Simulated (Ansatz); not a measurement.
Reaction (isomerisation): `OC1C[SiH2]1` → `C1OC[SiH2]1`

Gas-phase electronic energies from Ansatz, PBE0-D4/def2-TZVP geometries. CCSD(T)/CBS is the MP2 limit (def2-TZVPP, def2-QZVPP) plus CCSD(T) − MP2 in def2-TZVPP, frozen cores. DFT in def2-TZVPP. One conformer a species, not always the lowest.

**Question.** Is it downhill or uphill in electronic energy at CCSD(T)/CBS, and by how much? (Estimate.)

**Answer.** The calculation gave: Downhill: ΔE = -10.0 kJ/mol.

**Question.** What do these levels give: BHLYP-D4, revPBE, r2SCAN0, CCSD(T)/def2-TZVPP, HF/CBS(def2), CCSD/CBS(def2)? (Best estimate.)

**Answer.** The calculation gave: BHLYP-D4 -16.7, revPBE -8.2, r2SCAN0 -6.3, CCSD(T)/def2-TZVPP -11.7, HF/CBS(def2) -24.2, CCSD/CBS(def2) -11.4 kJ/mol.

Largest T1 diagnostic among the species: 0.012.

In def2-TZVPP, CCSD(T) changes the Hartree–Fock value by +12.3 kJ/mol (the triples alone add +1.4 kJ/mol) and MP2 by +17.5 kJ/mol. Leaving LDA and LC-ωPBE aside and taking each functional with its dispersion term where it has one, the values, not all of them listed here, spread over 10.6 kJ/mol, from BHLYP-D4 to r2SCAN-D4. LDA lies +5.8 kJ/mol from PBE without D4.
